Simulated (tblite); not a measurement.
Species: C3H5F2OS2Si (doublet state).
Z-matrix (Å and degrees, GFN2-xTB geometry), rows numbered from 1:
```
F 
C   1  1.3578
F   2  1.3561  1  104.57
O   2  1.3327  1  113.01  3  -122.97
C   4  1.4579  2  116.12  1    59.73
C   5  1.4535  4  113.20  2   -85.35
S   6  1.7033  5  119.80  4   -63.27
Si  7  2.1866  6   95.35  5   -19.99
S   5  1.8505  4  101.62  2   154.93
H   2  1.1009  1  108.48  3   115.70
H   5  1.0920  4  109.69  2    41.47
H   6  1.0714  5  122.27  4   114.05
H   8  1.4523  7  107.90  6   107.00
H   8  1.4470  7  107.24  6  -125.17
```

All values are computed: GFN2-xTB (tblite) harmonic vibrations without scaling, gas phase. Against measured fundamentals such values can be off by several per cent, at times by over 20. Modes of hydrogen on silicon can be 10 to 20 % off. One conformer, not necessarily the lowest. Open shells enter through the occupations alone, without spin polarisation, and single modes of such species can be off by tens of per cent.

Harmonic wavenumbers (cm⁻¹): 26.4, 57.1, 77.1, 131.6, 175.2, 239.4, 292.2, 304.2, 354.5, 447.7, 475.3, 477.8, 490.0, 504.1, 533.0, 580.2, 640.9, 660.8, 724.8, 735.8, 802.3, 862.1, 971.3, 1020.8, 1080.8, 1134.7, 1154.8, 1223.5, 1239.5, 1265.0, 1284.7, 2350.7, 2403.2, 2929.2, 2973.8, 3156.7.

A = 1699, B = 740.2, C = 599.8 MHz; mass 186.952 u (most abundant isotopes); point group C1, symmetry number 1; spin multiplicity 2.

Problem. Zero-point energy?

Solution. ½Σν̃ = 16891 cm⁻¹ = 202.06 kJ/mol.

Problem. Entropy at 200 K, 1 bar (ideal gas, RRHO, classical rotation)?

Solution. Translation 165.79, rotation 122.35, vibration 90.85, spin (R ln 2) 5.76: S = 384.8 J/(mol K).

Problem. And Cp and H(200 K) − H(0)?

Solution. Cp = 126.62 J/(mol K), of which vibrations give 93.36 (their classical limit is 36 R = 299.3); H(200 K) − H(0) = 16.03 kJ/mol without the zero-point energy, 9.38 from vibrations.

Problem. Blend soft modes into free rotors: weight 1/[1 + (100 cm⁻¹/ν̃)⁴] for the oscillator and the rest for a rotor with moment μB/(μ + B), μ = h/(8π²ν), B = 10⁻⁴⁴ kg m². What vibrational entropy results?

Solution. 80.54 J/(mol K) in place of 90.85, which changes −T·S at 200 K by +2.06 kJ/mol.

Problem. What must be added to the electronic energy to get the Gibbs energy at 200 K and 1 bar?

Solution. ZPE + [H(200 K) − H(0)] − T·S = 202.06 + 16.03 − 76.95 = 141.14 kJ/mol.

Problem. How do the functions run with temperature in this model?

Solution. 
```
 T (K)  S (J/(mol K))  Cp (J/(mol K))  H − H(0) (kJ/mol)  G − H(0) (kJ/mol)  ln q(vib)
    50          268.2            58.3               2.27             -11.14       0.99
   100          315.2            79.7               5.72             -25.80       2.45
298.15          443.2           167.1              30.52            -101.61       8.04
373.15          483.4           191.9              44.02            -136.38      10.11
   500          544.2           223.0              70.46            -201.65      13.49
   750          642.4           260.0             131.31            -350.49      19.57
  1000          720.4           281.5             199.21            -521.18      24.90
```

q(vib) and H(0) count from the zero-point level.

Problem. Which modes carry the vibrational entropy at 200 K?

Solution. 26.4 cm⁻¹: 22.14; 57.1 cm⁻¹: 15.77; 77.1 cm⁻¹: 13.32; 131.6 cm⁻¹: 9.07; 175.2 cm⁻¹: 6.92; 239.4 cm⁻¹: 4.75 J/(mol K); the other 30 give 18.88 together.

Hindered rotation and anharmonicity are outside this model. Other conformers, if any are populated, would add a mixing term that is left out. The structure is chiral; the term R ln 2 for an equal mix with its mirror image is left out.
